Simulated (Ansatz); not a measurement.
C2H9BOSi (`COB(C)[SiH3]`) from Hartree–Fock to CCSD(T)

```xyz
14

C    -1.284    1.028    1.335
O    -0.345   -0.021    1.277
B     0.310   -0.407    0.162
C     1.321   -1.594    0.297
Si    0.019    0.507   -1.651
H    -2.233    0.633    1.703
H    -1.446    1.490    0.356
H    -0.924    1.788    2.032
H     2.321   -1.285   -0.027
H     1.387   -1.985    1.315
H     1.042   -2.412   -0.377
H    -1.405    0.445   -2.099
H     0.847   -0.141   -2.706
H     0.389    1.953   -1.617
```

The species carries charge 0 and has multiplicity 1. The structure was optimised at the PBE0-D4/def2-TZVP level. It is one conformer, not always the lowest. Frozen core, restricted reference, Ansatz 0.2.0. CBS rows extrapolate triple and quadruple zeta; past MP2 they add the triple-zeta difference.

```csv
basis,HF (Eh),MP2 corr.
def2-SVP,-469.26068,-0.65907
def2-TZVPP,-469.56781,-0.81782
def2-QZVPP,-469.58540,-0.87439
```

Q: Estimate the CCSD correlation energy and the (T) correction in each basis where they were run (hartree).

A: 
| basis | CCSD corr. | (T) |
| --- | --- | --- |
| def2-SVP | -0.72718 | -0.02019 |
| def2-TZVPP | -0.87713 | -0.03293 |
| CBS(def2) | -0.97561 | as TZ |
